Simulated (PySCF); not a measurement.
## Hg: ionisation energy

Hg [Xe] 4f14 5d10 6s2 → Hg⁺ [Xe] 4f14 5d10 6s1 [6s1/2^1, M_J = 1/2], as a difference of total energies. All numbers are calculated (PySCF 2.14, the two-component X2C-1e Hamiltonian, in x2c-TZVPall-2c (11s11p10d2f, 108 functions)). Correlated levels: [Kr] 4d10 4f14 frozen; the 34 highest virtual spinors dropped. "Screened" scales the spin-orbit matrix elements by Boettger's factors to mimic the two-electron term; Breit and QED terms are absent.

```
                    method  ionisation energy (eV)
           GHF (spin-free)                   8.521
          GMP2 (spin-free)                  10.268
 GHF (screened spin-orbit)                   8.543
GMP2 (screened spin-orbit)                  10.297
```

Problem. How much does correlation contribute at GMP2 (screened spin-orbit)?

Solution. 10.297 − (8.543) = 1.754 eV, measured against GHF (screened spin-orbit).

Errors of the correlated levels include the incompleteness of this basis and the frozen core.

For comparison: 10.438 eV (measured; NIST Atomic Spectra Database, ionization energies).
